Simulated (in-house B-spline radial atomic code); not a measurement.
Configurations of the mercury ion Hg⁴⁺, with energies counted from [Xe] 4f14 5d8. All numbers are computed (Dirac-Hartree-Fock, average of configuration; Fermi nucleus of rms radius 5.4648 fm) with a B-spline radial code for spherical atoms, not measured. Energies include first-order Breit, QED and recoil terms.

Occupations are held fixed; configurations that lie above the ionisation limit could autoionise.

| configuration | E - E(ref) (eV) | highest orbital | its <r> (bohr) |
| --- | --- | --- | --- |
| [Xe] 4f14 5d7 7p1 | 42.268 | 7p3/2 | 4.798 |
| [Xe] 4f14 5d7 9s1 | 52.978 | 9s1/2 | 9.774 |
| [Kr] 4d10 4f14 5s2 5p5 5d8 6s1 | 79.841 | 6s1/2 | 2.114 |
| [Xe] 4f13 5d9 | 95.068 | 5d5/2 | 1.315 |
| [Kr] 4d10 4f14 5s2 5p5 5d8 7f1 | 120.44 | 7f7/2 | 8.688 |
| [Kr] 4d10 4f14 5s2 5p5 5d8 8f1 | 123.24 | 8f7/2 | 12.45 |
| [Kr] 4d10 4f14 5s2 5p5 5d8 9g1 | 126.48 | 9g7/2 | 22.14 |
| [Xe] 4f13 5d8 9p1 | 151.36 | 9p3/2 | 10.86 |

Task: Order these further configurations by energy, lowest first.
A. [Kr] 4d10 4f14 5s2 5p5 5d8 8s1
B. [Xe] 4f13 5d8 8g1
C. [Xe] 4f13 5d8 6g1
D. [Xe] 4f13 5d8 7g1
E. [Xe] 4f13 5d8 6p1

Result: A (115.15 eV), E (121.08 eV), C (151.25 eV), D (153.76 eV), B (155.4 eV).

Task: How far above the reference does [Kr] 4d10 4f14 5s2 5p5 5d8 6g1 lie?

Result: 121.2 eV; its least bound orbital is 6g7/2 with <r> = 8.712 bohr.

Task: How far above the reference does [Kr] 4d10 4f14 5s2 5p5 5d8 7g1 lie?

Result: 123.72 eV; its least bound orbital is 7g7/2 with <r> = 12.58 bohr.

Task: How far above the reference does [Kr] 4d10 4f14 5s2 5p5 5d8 5g1 lie?

Result: 117.04 eV; its least bound orbital is 5g7/2 with <r> = 5.447 bohr.
